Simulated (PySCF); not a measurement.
SMILES [CH3][Bi]([Br])[Br], B3LYP/def2-SVP optimised geometry. Atoms within 1.6 Å of the plane z = 1.5 Å (x, y, z in Å): Bi1 (-0.72, -1.33, 0.00), Br3 (1.93, -1.33, 0.00), C4 (-0.88, 0.95, 0.00), H7 (-0.50, 1.33, 0.96).

Method: B3LYP/def2-TZVP, def2 effective core potentials past Kr run with PySCF. The core electrons that the potentials of Bi replace are not part of the density.

Map of the electron localisation function on the plane z = 1.5 Å:

```
|000000000000000000000000000|
|000000000000000000000000000|
|000000000000000000000000000|
|000000000000000000000000000|
|000000000001100000000000000|
|000000000146652000000000000|
|000000001489997200000000000|
|000000002799999500000000000|
|000000002899999500000000000|
|000000002799999300000000000|
|000000001589996100000000000|
|000000000256651000000000000|
|000000000011100000112110000|
|000000000000000001233321000|
|000000000000000013455432000|
|000000011222100024666643100|
|000000133444210025677653100|
|000001355655420135777653100|
|000013566666421125677653100|
|000013677776520024677653100|
|000013677776520013566542100|
|000002577776420002455431000|
|000001467775310001233210000|
|000000135654200000111100000|
|000000002222000000000000000|
|000000000000000000000000000|
|000000000000000000000000000|
```
Scale: ten equal steps from 0.000 (start of '0') to 0.992 (end of '9'), in the order '0123456789'; x runs from -4.00 to 4.00, y from -4.00 (bottom) to 4.00 (top).
